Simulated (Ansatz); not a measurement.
Program: Ansatz. Geometries: PBE0-D4/def2-TZVP. ΔE: electronic, gas phase. CCSD(T)/CBS is the MP2 limit (def2-TZVPP, def2-QZVPP) plus CCSD(T) − MP2 in def2-TZVPP, frozen cores. This one scheme is used for every species. DFT in def2-TZVPP. B3LYP here is the variant with VWN-RPA as its local correlation; programs differ in this. For Ge outer-core shells are correlated without core-valence functions, which leaves a few kJ/mol of doubt a bond. Scalar relativity is left out up to krypton. One conformer a species, not always the lowest.

Consider the ligand exchange at a Ge–C bond: `N=[C](Cl)[GeH3]` + `N=CBO` → `OB/C=[N]/[GeH3]` + `N=CCl`.

Q: Is it downhill or uphill in electronic energy at CCSD(T)/CBS, and by how much? (Best estimate.)

A: Ansatz gave: Uphill: ΔE = +3.7 kJ/mol.

Q: What do these levels give: r2SCAN-D4, ωB97X-V, B2PLYP, PBE0, B3LYP, HF/def2-TZVPP, SCS-MP2/def2-TZVPP, CCSD(T)/def2-TZVPP, HF/def2-QZVPP, SCS-MP2/def2-QZVPP, MP2/CBS(def2), CCSD/CBS(def2)? (Estimate.)

A: Computed: r2SCAN-D4 2.8, ωB97X-V 1.4, B2PLYP -2.4, PBE0 2.1, B3LYP -3.5, HF/def2-TZVPP -15.0, SCS-MP2/def2-TZVPP -2.4, CCSD(T)/def2-TZVPP 1.9, HF/def2-QZVPP -15.5, SCS-MP2/def2-QZVPP -1.6, MP2/CBS(def2) 2.7, CCSD/CBS(def2) 1.4 kJ/mol.

Largest T1 diagnostic among the species: 0.014.

In def2-TZVPP, CCSD(T) changes the Hartree–Fock value by +16.9 kJ/mol (the triples alone add +2.3 kJ/mol) and MP2 by +15.9 kJ/mol.
